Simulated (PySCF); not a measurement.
Br3Sb, SMILES [Br][Sb+]([Br])[Br], charge +1, multiplicity 2.

Coordinates come from a B3LYP-D3(BJ)/def2-SVP optimisation. The def2 effective core potentials stand for the cores of Sb; spin–orbit coupling is left out.

Calculation: TDA-PBE/def2-SVPD (PySCF).

Vertical excitations; the highest root listed may be one member of a degenerate set. 

```csv
state,energy (eV),λ (nm),f,main pairs
root 1,0.62,2012,0.000,β HOMO→LUMO 100 %
root 2,0.90,1373,0.001,"β HOMO−2→LUMO, β HOMO−3→LUMO (degenerate set)"
root 3,0.90,1373,0.001,"β HOMO−1→LUMO, β HOMO−4→LUMO (degenerate set)"
root 4,1.29,958,0.014,"β HOMO−3→LUMO, β HOMO−2→LUMO (degenerate set)"
root 5,1.29,958,0.014,"β HOMO−4→LUMO, β HOMO−1→LUMO (degenerate set)"
root 6,2.13,583,0.005,β HOMO−5→LUMO 97 %
root 7,3.49,355,0.012,"α HOMO−2→LUMO, β HOMO−6→LUMO (degenerate set)"
root 8,3.49,355,0.012,"α HOMO−3→LUMO, β HOMO−7→LUMO (degenerate set)"
root 9,3.62,342,0.007,α HOMO→LUMO 97 %
root 10,3.66,339,0.000,"α HOMO−1→LUMO 64 %, β HOMO→LUMO+1 35 %"
```
Unrestricted roots are not spin-pure.
